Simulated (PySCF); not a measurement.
GeH₂Cl₂, SMILES [Cl][GeH2][Cl]. Coordinates come from a B3LYP-D3(BJ)/def2-TZVP optimisation.

Level of theory: B3LYP-D3(BJ)/def2-TZVP (PySCF).

Harmonic wavenumbers (cm⁻¹): 146, 413, 425, 515, 641, 776, 851, 2171, 2188. Rotational constants (GHz): 7.793, 2.295, 1.816; symmetry number 2.

Question: Work out the zero-point energy and the ideal-gas rigid-rotor harmonic-oscillator thermochemistry at 298.15 K and 1 atm.

Answer: ZPE = ½ Σ hcν = ½ × 8125 cm⁻¹ = 48.60 kJ/mol. H − E(el) = 63.07 kJ/mol. Entropy in J/(mol K): translation 170.86, rotation 105.93, vibration 24.76, total 301.56. G − E(el) = -26.84 kJ/mol. Cp = 67.58 J/(mol K). Modes under 150 cm⁻¹ make the vibrational entropy uncertain.
